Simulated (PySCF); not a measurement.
Species: trans-[AgCl2(NCS)2]2-, C2AgCl2N2S2 (charge -2 and doublet state).
Structure used (PBE0-D3(BJ)/def2-SVP), in Å, numbered top down from 1:
```xyz
9
C2AgCl2N2S2 angstrom
Ag    -0.0020   -0.0009    0.0482
Cl     2.4526    0.1953    0.1608
N     -0.1569    2.1196    0.0106
C     -0.2429    3.2903   -0.0363
S     -0.3599    4.9224   -0.1017
Cl    -2.4606   -0.1891    0.0580
N      0.1561   -2.1215    0.0035
C      0.2445   -3.2922   -0.0404
S      0.3691   -4.9239   -0.1027
```

Computed, not measured: PBE0-D3(BJ)/def2-SVP geometry optimisation, gas phase, def2 core potentials past Kr (PySCF 2.14.0).

Masses are those of the commonest isotopes; rigid-rotor values at the optimised geometry. 

(1) What are A, B and C (MHz)?

(2) What kind of rotor is it?

(3) What does the inertial defect say?

(4) Predict some low-J microwave lines.

## Answers

(1) Ia = 426.51, Ib = 1948.03, Ic = 2371.17 u·Å²; 505379 MHz·u·Å²/I gives A = 1185, B = 259.4, C = 213.1 MHz.

(2) A near-prolate asymmetric top; Ray's κ = -0.905.

(3) Not planar: Δ = Ic − Ia − Ib = -3.37 u·Å². For a rigid frame Δ = −2 Σ m c², so Σ m c² = 1.69 u·Å² lies off the ab plane. The atom farthest from that plane is 0.12 Å away.

(4) The dipole components (about the centre of mass, as the species is charged) are |μa| = 0.01 D, |μb| = 0.00 D, |μc| = 0.13 D. The squared components, which scale the intensities, stand as 0.00 : 0.00 : 1.00 (a : b : c). Some lines, for components of 0.1 D or more:

```json
{"type": "c", "branch": "Q", "J(Ka,Kc)": "2(1,2) ← 2(0,2)", "MHz": "881", "lower level (cm⁻¹)": "0.047"}
{"type": "c", "branch": "Q", "J(Ka,Kc)": "1(1,1) ← 1(0,1)", "MHz": "925", "lower level (cm⁻¹)": "0.016"}
{"type": "c", "branch": "R", "J(Ka,Kc)": "1(1,0) ← 0(0,0)", "MHz": "1444", "lower level (cm⁻¹)": "0.000"}
{"type": "c", "branch": "R", "J(Ka,Kc)": "2(1,1) ← 1(0,1)", "MHz": "1963", "lower level (cm⁻¹)": "0.016"}
{"type": "c", "branch": "Q", "J(Ka,Kc)": "2(2,1) ← 2(1,1)", "MHz": "2776", "lower level (cm⁻¹)": "0.081"}
{"type": "c", "branch": "R", "J(Ka,Kc)": "2(2,0) ← 1(1,0)", "MHz": "3770", "lower level (cm⁻¹)": "0.048"}
{"type": "c", "branch": "R", "J(Ka,Kc)": "2(2,1) ← 1(1,1)", "MHz": "3814", "lower level (cm⁻¹)": "0.047"}
```

For this open shell read J as N, the rotation without spin; fine and hyperfine splittings come on top. Not checked by PBE0-D3(BJ)/def2-SVP frequencies. ⟨S²⟩ = 0.754 (exact for a doublet: 0.75). Whether so highly charged an anion holds all its electrons in the gas phase wasn't checked; a finite basis holds them in any case. No counter-ion or solvent screens the charge of this multiply charged ion. The geometry's basis has no diffuse functions, a weakness for an anion. Zero-point vibration and centrifugal distortion are left out. Quadrupole hyperfine structure (14N, 35Cl) is left out.

Hardware: Arm Neoverse V1, one thread, shared host. Cost: 8.4 min. That covers the optimisation of the geometry.

For an open-shell metal species like this, the optimisation's SCF solution wasn't tested for stability and no frequencies at its level were run, so a lower state or another shape may exist.
